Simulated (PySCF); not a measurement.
PySCF 2.14 output of an unrestricted revPBE calculation on a single atom or ion in aug-cc-pVQZ-PP with ECP10MDF, with scalar relativity through the core potential:

```
SCF conv_tol = 1e-09
number electrons alpha = 14  beta = 11
    Y. Zhang and W. Yang.,  Phys. Rev. Lett. 80, 890 (1998)
    J. P. Perdew, K. Burke, and M. Ernzerhof.,  Phys. Rev. Lett. 77, 3865 (1996)
    J. P. Perdew, K. Burke, and M. Ernzerhof.,  Phys. Rev. Lett. 78, 1396 (1997)
cycle= 1 E= -462.594319097361  delta_E= -0.0122  |g|= 0.0657  |ddm|= 0.739
cycle= 2 E= -462.594610754202  delta_E= -0.000292  |g|= 0.0419  |ddm|= 0.135
cycle= 3 E= -462.594777273875  delta_E= -0.000167  |g|= 0.00303  |ddm|= 0.0676
cycle= 4 E= -462.594780071439  delta_E= -2.8e-06  |g|= 0.000517  |ddm|= 0.0101
cycle= 5 E= -462.59478017784  delta_E= -1.06e-07  |g|= 2.87e-05  |ddm|= 0.00169
cycle= 6 E= -462.594780178196  delta_E= -3.56e-10  |g|= 9.91e-07  |ddm|= 7.33e-05
converged SCF energy = -462.594780178196  <S^2> = 3.7534954  2S+1 = 4.0017473
```

The run itself started from symmetry-adapted Hartree-Fock orbitals and held the occupation by maximum overlap, on a logarithmic radial grid, so the iterations belong to that start.

**Question.** Which element, charge and spin multiplicity is this?

**Answer.** Kr⁺ (krypton, charge +1), multiplicity 4; the state was [Ar] 3d10 4s2 4p4 4d1, one real determinant (an excited configuration).

⟨L²⟩ = 8.02 against 12 for a pure F term, so this real determinant mixes terms. Energies and moments cover only the electrons outside the core potential. The outer electron is Rydberg-like, and this basis confines it to a smaller radius and binds it less than a complete one would.
